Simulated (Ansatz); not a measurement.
disulfane (SMILES SS) moved off its minimum; all values from Ansatz (a quantum-chemistry and plane-wave program), cores frozen in correlated methods.
(charge 0, multiplicity 1)
```xyz
4

S     -0.9217     0.0621     0.4943
S      0.9261     0.0372    -0.4463
H     -1.5491    -0.8884    -0.2723
H      1.5196    -0.8809     0.2686
```

Q: Give the forces (eV/Å), the total energy and the dipole at CCSD(T)/aug-cc-pV(T+d)Z.

A: 
| atom | Fx | Fy | Fz |
|---|---|---|---|
| S1 | -0.250 | -0.539 | -0.362 |
| S2 | -0.468 | 0.790 | -0.663 |
| H3 | 0.346 | 0.493 | 0.386 |
| H4 | 0.371 | -0.744 | 0.639 |
Energy -796.6864 hartree, dipole 1.11 D.
